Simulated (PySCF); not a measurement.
Isomers of C5H13NSi, one GFN2-xTB conformer each. Single-point energies are computed at PBE0/pcSseg-1 (PySCF, gas phase, no added dispersion term), electronic only.

Problem. Rank them by PBE0/pcSseg-1 energy, lowest first (kJ/mol).
A. `C/C=C(/[SiH3])N(C)C`
B. `[CH2:1]=[C:2]([CH3:3])[SiH2:4][N:5]([CH3:6])[CH3:7]` with C1–C2–Si4–N5 121°, C2–Si4–N5–C6 -45°
C. `[CH3:1][CH2:2][Si@@H:3]1[CH2:4][CH2:5][CH2:6][NH:7]1` with C1–C2–Si3–C4 173°, C2–Si3–C4–C5 -104°, Si3–C4–C5–C6 -33°, C4–C5–C6–N7 45°, C5–C6–N7–Si3 -36°

Solution. C (0.0), B (133.8), A (212.7).

As drawn, the lowest has an N–H bond, which the highest lacks; the highest has a C=C bond outside aromatic rings, which the lowest lacks. GFN2-xTB itself gives, in the same order: 0.0, 76.9, 119.1. Both levels put the same isomer lowest; measured from each level's own lowest isomer, the values differ by up to 93.6 kJ/mol (C/C=C(/[SiH3])N(C)C: 119.1 against 212.7).

Problem. Which frontier levels, dipoles and rotational constants go with these structures?

Solution. 
```json
{"SMILES": "CC[Si@@H]1CCCN1", "HOMO (eV, PBE0/pcSseg-1)": "-6.45", "LUMO (eV)": "1.20", "dipole (D)": "0.48", "A, B, C (MHz)": "4330, 1366, 1188"}
{"SMILES": "C=C(C)[SiH2]N(C)C", "HOMO (eV, PBE0/pcSseg-1)": "-6.25", "LUMO (eV)": "-0.08", "dipole (D)": "0.79", "A, B, C (MHz)": "3582, 1288, 1215"}
{"SMILES": "C/C=C(/[SiH3])N(C)C", "HOMO (eV, PBE0/pcSseg-1)": "-5.88", "LUMO (eV)": "0.17", "dipole (D)": "0.82", "A, B, C (MHz)": "2306, 1838, 1214"}
```
